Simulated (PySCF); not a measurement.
TaO₂Cl, SMILES [O]=[Ta](=[O])[Cl], multiplicity 1.

Coordinates come from a PBE0-D3(BJ)/def2-SVP optimisation. The multiplicity is an assumed one; other spin states were not compared. The def2 effective core potentials stand for the cores of Ta; spin–orbit coupling is left out.

Two levels are set side by side: PBE/def2-TZVPD (PySCF) and B3LYP/def2-TZVPD (PySCF). Same geometry, gas phase. Differences are taken from unrounded values.

| quantity | B3LYP | PBE | PBE minus B3LYP |
|---|---|---|---|
| orbital gap (eV) | 3.77 | 2.12 | -1.65 |
| highest occupied level (eV) | -8.24 | -6.94 | 1.31 |
| lowest empty level (eV) | -4.47 | -4.81 | -0.34 |
| dipole moment (D) | 5.57 | 5.24 | -0.33 |
| mean polarisability (bohr³) | 56.6 | 58.6 | 2.0 |

Without exact exchange PBE keeps part of each electron's self-repulsion, which lifts occupied levels and narrows the gap. PBE's more diffuse valence density responds more strongly to a field. Differences between two approximate levels are no errors against the true value.

Rough cost on one machine, each run with all the roots and properties that it gave: B3LYP against PBE within a factor of 2.
